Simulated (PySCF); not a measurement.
PySCF job for F3S, SMILES F[S](F)F (connectivity only; charge and spin as stated), charge -1, multiplicity 1, C-PCM-M06-2X/def2-SVPD. Geometry optimised at B3LYP-D3(BJ)/def2-SVPD. The multiplicity is an assumed one; other spin states were not compared. The isomer is the one that the SMILES or the coordinates give; other isomers of the formula were not compared.

```python
import numpy as np
from pyscf import gto, scf, dft
from pyscf.solvent import pcm

mol = gto.M(
    atom='''
    F     0.00000000    1.85242897   -0.30851716
    S     0.00000000   -0.00000000   -0.38356331
    F     0.00000000   -1.85242896   -0.30851717
    F     0.00000000   -0.00000001    1.29892466
    ''',
    basis='def2-SVPD',
    charge=-1,
    spin=0,
    max_memory=1600,
    verbose=3,
)
mf = dft.RKS(mol, xc='m06-2x').density_fit(auxbasis='def2-universal-jkfit')
mf.grids.level = 4
mf.conv_tol = 1e-9
mf.max_cycle = 100
mf.kernel()
res = {}
for name, eps in {'water': 78.355, '2-propanol': 19.264, 'benzene': 2.2706}.items():
    s = mf.PCM()
    s.with_solvent.method, s.with_solvent.eps, s.with_solvent.lebedev_order = 'C-PCM', eps, 29
    s.kernel(mf.make_rdm1())
    res[name] = (s.e_tot, eps, s.dip_moment(), s.mo_energy, s.converged)
    print(f'{name}: electrostatic solvation free energy {(s.e_tot - mf.e_tot) * 627.509474:.3f} kcal/mol')
```

It prints:

```
converged SCF energy = -697.284852483221

WARN: PCM is an experimental feature. It is still in testing.
Features and APIs may be changed in the future.

converged SCF energy = -697.379477271549

WARN: System has nonzero charge -1; the dipole moment is origin-dependent.
Location of origin: [0. 0. 0.]

Dipole moment(X, Y, Z, Debye):  0.00000, -0.00000, -0.29485
water: electrostatic solvation free energy -59.378 kcal/mol

WARN: PCM is an experimental feature. It is still in testing.
Features and APIs may be changed in the future.

converged SCF energy = -697.375703985192

WARN: System has nonzero charge -1; the dipole moment is origin-dependent.
Location of origin: [0. 0. 0.]

Dipole moment(X, Y, Z, Debye):  0.00000, -0.00000, -0.28367
2-propanol: electrostatic solvation free energy -57.010 kcal/mol

WARN: PCM is an experimental feature. It is still in testing.
Features and APIs may be changed in the future.

converged SCF energy = -697.338354491424

WARN: System has nonzero charge -1; the dipole moment is origin-dependent.
Location of origin: [0. 0. 0.]

Dipole moment(X, Y, Z, Debye):  0.00000, -0.00000, -0.18427
benzene: electrostatic solvation free energy -33.573 kcal/mol
```

The run converged.
